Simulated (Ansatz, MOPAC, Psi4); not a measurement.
Molecule: SiH, charge 0, multiplicity 2. SMILES: [SiH]
Geometry: optimised at B3LYP-D3(BJ)/def2-TZVP (Ansatz, a quantum-chemistry and plane-wave program).

Wanted: vertical ionisation energy to the singlet, in eV. Conventions: UHF or UKS for open shells; non-relativistic; 6-311+G** with 5d, 6d on Na to Ar in Ansatz; each state is the SCF solution reached for its charge and spin; valence correlation only; six Cartesian d functions in 6-31G* and its kin unless marked 5d; no spin-orbit coupling. Ab initio and DFT rows: single points at B3LYP-D3(BJ) geometries (Ansatz). Semi-empirical rows: differences of heats of formation at the shared geometry for vertical values. The Hartree-Fock reference of [SiH] (SiH) is unstable towards a lower, spin-broken solution.

| level | program | vertical ionisation energy to the singlet (eV) |
|---|---|---|
| MNDO | MOPAC | 6.05 |
| HF/6-31G* | Ansatz | 7.45 |
| PBE/6-311+G** | Ansatz | 8.04 |
| B3LYP/6-31G* | Ansatz | 7.98 |
| wB97X-D/6-31G* | Psi4 | 7.95 |
| MP2/6-311+G** | Ansatz | 7.58 |
| B3LYP/def2-TZVPD | Ansatz | 8.00 |
| wB97M-V/def2-TZVPD | Ansatz | 7.73 |

No value to compare with is used here. The 6 habitual levels span 6.05 (MNDO) to 8.04 eV (PBE/6-311+G**); B3LYP/def2-TZVPD gives 8.00.

The levels are drawn from those run, B3LYP/6-31G* more often than the rest, none by its result; runs whose electronic state is in doubt are left out.
